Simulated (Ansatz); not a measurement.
Species: sum formula SiH$_{2}$Cl, net charge 0, doublet state. It need not be the lowest isomer of its formula. 
Coordinates optimised at B3LYP-D3(BJ)/def2-TZVP (Ansatz, an electronic-structure program):
```
Si
H 1 1.4844
H 1 1.4844 2 111.01
Cl 1 2.0680 2 108.33 3 118.83
```
Charge 0, spin multiplicity 2.

Property: vertical ionisation energy (to the singlet state of charge +1; each state is the SCF solution reached for its spin), in eV. Correlated levels leave the core frozen unless marked. UHF or UKS for open shells. Spin-orbit coupling is left out. Non-relativistic. CBS marks a two-point X^-3 extrapolation of the correlation energy; Hartree-Fock from the larger set.

| level | program | vertical ionisation energy (eV) |
|---|---|---|
| r2SCAN/def2-TZVPD | Ansatz | [?] |
| SCS-MP2/def2-SVPD | Ansatz | 8.74 |
| SCS-MP2/def2-QZVPPD | Ansatz | 8.78 |
| CCSD(T)/CBS(def2-TZVPPD,def2-QZVPPD) | Ansatz | [?] |

Question: What belongs in the gaps?

Answer: 
- r2SCAN/def2-TZVPD, vertical ionisation energy (eV): 9.00
- CCSD(T)/CBS(def2-TZVPPD,def2-QZVPPD), vertical ionisation energy (eV): 8.90
